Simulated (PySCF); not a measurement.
B (boron, neutral): UHF calculation

Configuration: [He] 2s1 2p1 3d1, one real determinant (an excited configuration). Computed with PySCF 2.14 in dyall-acv3z, with the spin-free X2C one-electron Hamiltonian (Gaussian nucleus).

| Item | Value |
| --- | --- |
| Total energy | -24.143962 hartree |
| One-electron energy | -31.0154 hartree |
| Hartree (Coulomb) energy | 10.5737 hartree |
| Exchange energy | -3.7022 hartree |
| ⟨S²⟩ | 3.7500 |
| ⟨L²⟩ | 8.015 |
| Sum of ⟨r⟩ | 9.502 bohr |
| Sum of ⟨r²⟩ | 38.00 bohr² |
| Traceless quadrupole moment −½Σ⟨3z² − r²⟩ along its main axis | 6.74 e·bohr² |
| Langevin diamagnetic susceptibility | -30.1 ×10⁻⁶ cm³/mol |

```csv
shell,electrons,mean orbital energy (hartree),"rms radius, mean of both spins (bohr)"
1s α,1,-7.99638,0.379
1s β,1,-7.92416,0.379
2s α,1,-0.77988,1.93
2p α,1,-0.55696,2.00
3d α,1,-0.01516,5.48
```

⟨L²⟩ = 8.02 against 12 for a pure F term, so this real determinant mixes terms. The outer electron is Rydberg-like, and this basis confines it to a smaller radius and binds it less than a complete one would.

Spin-orbit constants ζ (cm⁻¹) from the X2C one-electron operator on these orbitals: bare nucleus, nucleus screened by l(l+1)(2l+1)/3 electrons, and screened by the Breit-Pauli mean field of the electrons.

```csv
shell,bare,screened nucleus,mean field
2p,32.37,19.42,14.82
3d,0.4135,0.08269,0.05653
```

To first order the Landé constant is A = 1.659 cm⁻¹, so the lowest level has J = 3/2 and lies 0.00123 eV below the centre of the term. This holds in LS coupling only.
